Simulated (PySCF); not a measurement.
**Löwdin shares of the frontier orbitals**

Species: C2H6FGeO2P.
Geometry (PBE0-D3(BJ)/def2-SVP, Å), atoms numbered from 1 in this order:
```
atom  x, y, z in Å
F1     1.1971   -1.4214    1.2948
Ge2    0.8572   -0.3719   -0.0481
P3     2.7778    0.0218   -1.2334
O4    -0.5184   -1.0100   -0.9714
C5    -1.6841   -0.3876   -0.4575
C6    -1.3244    1.0364   -0.0213
O7    -0.0423    1.0238    0.5826
H8     3.3774    0.5988   -0.0707
H9     3.2658   -1.2850   -0.9246
H10   -2.4592   -0.3787   -1.2395
H11   -2.0709   -0.9648    0.4036
H12   -2.0588    1.4230    0.7032
H13   -1.3177    1.7130   -0.8966
```

The calculation used TDDFT B3LYP/def2-SVPD, vertical, gas phase, core orbitals frozen in the response (PySCF). Relativistic effects, spin–orbit coupling among them, are left out although an element past zinc is present.

Kohn–Sham orbitals with the atoms that hold most of them (Löwdin shares over 4%, at most four atoms; ? is withheld):

```csv
orbital,ε (eV),atoms
HOMO-3,-9.05,"O4 23%, C5 17%, O7 13%, C6 12%"
HOMO-2,-8.59,"P3 25%, O7 22%, O4 21%, C6 5%"
HOMO-1,-8.27,"P3 41%, Ge2 11%, O4 11%, O7 10%"
HOMO,?,?
LUMO,-1.05,?
LUMO+1,-0.52,"P3 44%, Ge2 17%, H9 13%, H8 12%"
LUMO+2,-0.25,"P3 34%, Ge2 20%, H8 14%, H9 13%"
```

(1) Give the leading atoms of the LUMO.

(2) Give the leading atoms of the HOMO.

(3) What is the HOMO energy, and the HOMO–LUMO gap?

Results:

(1) P3 (bonded to Ge and 2 H) 42%; Ge2 (bonded to F, 2 O and P) 21%; F1 (bonded to Ge) 10%; O7 (bonded to C and Ge) 8%.

(2) O7 (bonded to C and Ge) 31%; O4 (bonded to C and Ge) 29%; C6 (bonded to C, O and 2 H) 11%; C5 (bonded to C, O and 2 H) 10%. By element: oxygen 60%, carbon 21%.

(3) ε(HOMO) = -7.84 eV; the gap is 6.79 eV (0.2497 hartree).

Task: How does S1 compare with the orbital gap of 6.79 eV?

Result: S1 is at 5.82 eV (f = 0.0014), 0.97 eV below the gap, made of HOMO→LUMO (98%). 

Task: One configuration dominates each of S1 and S2. Which, and how do the shares of the two leading atoms of either orbital change from the occupied to the empty one?

Result: 
- S1 (5.82 eV, f 0.0014), HOMO→LUMO (98%): O7 31% → 8%, O4 29% → at most 8%, P3 at most 11% → 42%, Ge2 at most 11% → 21%
- S2 (6.42 eV, f 0.0039), HOMO→LUMO+1 (82%): O7 31% → at most 12%, O4 29% → at most 12%, P3 at most 11% → 44%, Ge2 at most 11% → 17%

Löwdin shares depend on the basis, the more so with diffuse functions.

On one thread of an x86-64 server, on a shared host, this took 48 s wall.

One conformer stands for the species.
